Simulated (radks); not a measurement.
Spin polarisation of the 5p5 shell in Ba3+. Start: [Kr] 4d10 5s2 5p(up 2.5, down 2.5); electrons of 5p are moved from spin down to spin up, other shells keep equal spins. All-electron calculation, non-relativistic Kohn-Sham, r2SCAN, spin-polarised, spherical densities, point nucleus; meta-GGA in the generalised Kohn-Sham scheme. Program: a radial shooting solver on a logarithmic mesh with Libxc functionals.

moment (Bohr magnetons)  E - E(0) (eV)  e(5p up) (eV)  e(5p down) (eV)  5s down minus up (eV)
0                                0.000        -42.304          -42.304                  0.000
0.25                            -0.017        -42.436          -42.167                  0.278
0.5                             -0.067        -42.563          -42.025                  0.557
0.75                            -0.151        -42.686          -41.878                  0.836
1                               -0.269        -42.805          -41.725                  1.118

At moment 1 the spin-polarisation energy is -0.269 eV and the 5p exchange splitting 1.080 eV, that is 1.080 eV per Bohr magneton; E = -I m^2/4 would give I = 1.077 eV.
